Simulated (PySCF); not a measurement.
A structure optimised at PBE-D3(BJ)/def2-SVP, used in a PySCF frequency run:

```
Al
O 1 1.7261
H 2 0.9698 1 123.86
C 1 1.9554 2 116.24 3 -179.15
H 4 1.1089 1 111.10 2 -12.22
H 4 1.1100 5 108.47 1 123.31
H 4 1.1110 5 107.78 6 115.25
P 1 2.3570 2 120.59 3 4.42
H 8 1.4428 1 92.86 2 -44.26
H 8 1.4430 9 93.19 1 91.19
```
Charge 0, spin multiplicity 1.

Task: Write its SMILES and formula.

Result: [CH3][Al]([OH])[PH2], CH6AlOP

Task: What are its rotational constants (standard atomic weights)?

Result: 5.5679, 2.5728, 1.8031 GHz
